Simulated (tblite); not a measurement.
C6H6O3 (charge +1 and doublet state).
SMILES with atom numbers: `[O:1]=[C:2]1[CH:3]=[C:4]([CH2:5][OH:6])[O:7][CH:8][CH+:9]1` (hydrogens: H10 on C3; H11, H12 on C5; H13 on O6; H14 on C8; H15 on C9)

Cartesian coordinates in Å at the GFN2-xTB level; atoms count from 1:
```
atom  x, y, z in Å
O1    -2.0588    2.2437    0.4070
C2    -1.5451    1.1758    0.2112
C3    -0.0890    1.0099    0.0806
C4     0.4636   -0.1967   -0.1221
C5     1.9785   -0.4312   -0.2890
O6     2.7651    0.6132    0.1148
O7    -0.2378   -1.3238   -0.2299
C8    -1.5626   -1.2395   -0.1439
C9    -2.2393   -0.0984    0.0612
H10    0.4918    1.9179    0.1401
H11    2.2043   -1.3807    0.2143
H12    2.1294   -0.5548   -1.3734
H13    3.0616    0.5393    1.0333
H14   -2.0495   -2.2029   -0.2525
H15   -3.3166   -0.0639    0.1262
```

Level: GFN2-xTB in tblite, geometry and Hessian alike; calculated harmonic values, unscaled, isolated species. The method is semi-empirical: single wavenumbers can be off by several per cent or more. One conformer, not necessarily the lowest. Open shells enter through the occupations alone, without spin polarisation, and single modes of such species can be off by tens of per cent.

Harmonic wavenumbers (cm⁻¹): 46.5, 143.0, 153.9, 181.8, 230.2, 378.9, 411.0, 426.5, 459.3, 533.9, 570.6, 627.7, 728.0, 773.8, 825.2, 840.7, 899.2, 902.5, 934.0, 1020.3, 1068.8, 1114.5, 1130.3, 1151.6, 1174.3, 1236.6, 1256.1, 1271.5, 1278.4, 1392.0, 1544.4, 1551.4, 1701.1, 2878.6, 2907.8, 3035.5, 3086.5, 3095.6, 3465.6.

A = 2963, B = 1263, C = 895.9 MHz; mass 126.032 u (most abundant isotopes); point group C1, symmetry number 1; spin multiplicity 2.

Zero-point energy?

Half the sum of the wavenumbers: 23214 cm⁻¹ = 66.37 kcal/mol.

Entropy at 298.15 K, 1 bar (ideal gas, RRHO, classical rotation)?

Translation 40.43, rotation 28.95, vibration 21.43, spin (R ln 2) 1.38: S = 92.2 cal/(mol K).

And Cp and H(298.15 K) − H(0)?

Cp = 33.07 cal/(mol K), of which vibrations give 25.12 (their classical limit is 39 R = 77.5); H(298.15 K) − H(0) = 5.90 kcal/mol without the zero-point energy, 3.53 from vibrations.

How do the functions run with temperature in this model?

```
 T (K)  S (cal/(mol K))  Cp (cal/(mol K))  H − H(0) (kcal/mol)  G − H(0) (kcal/mol)  ln q(vib)
    50             58.5              11.1                 0.46                -2.46       0.34
   100             67.6              15.5                 1.13                -5.63       1.09
373.15            100.3              39.6                 8.63               -28.81       6.34
   500            113.2              48.6                14.25               -42.36       8.96
   750            135.4              60.4                28.01               -73.53      14.04
  1000            153.8              67.5                44.07              -109.75      18.78
```

q(vib) and H(0) count from the zero-point level.

What must be added to the electronic energy to get the Gibbs energy at 298.15 K and 1 bar?

ZPE + [H(298.15 K) − H(0)] − T·S = 66.37 + 5.90 − 27.49 = 44.78 kcal/mol.

Blend soft modes into free rotors: weight 1/[1 + (100 cm⁻¹/ν̃)⁴] for the oscillator and the rest for a rotor with moment μB/(μ + B), μ = h/(8π²ν), B = 10⁻⁴⁴ kg m². What vibrational entropy results?

20.08 cal/(mol K) in place of 21.43, which changes −T·S at 298.15 K by +0.40 kcal/mol.

Which modes carry the vibrational entropy at 298.15 K?

46.5 cm⁻¹: 4.96; 143.0 cm⁻¹: 2.76; 153.9 cm⁻¹: 2.62; 181.8 cm⁻¹: 2.31; 230.2 cm⁻¹: 1.88; 378.9 cm⁻¹: 1.04 cal/(mol K); the other 33 give 5.86 together.

Hindered rotation and anharmonicity are outside this model. Other conformers, if any are populated, would add a mixing term that is left out. The structure is chiral; the term R ln 2 for an equal mix with its mirror image is left out.
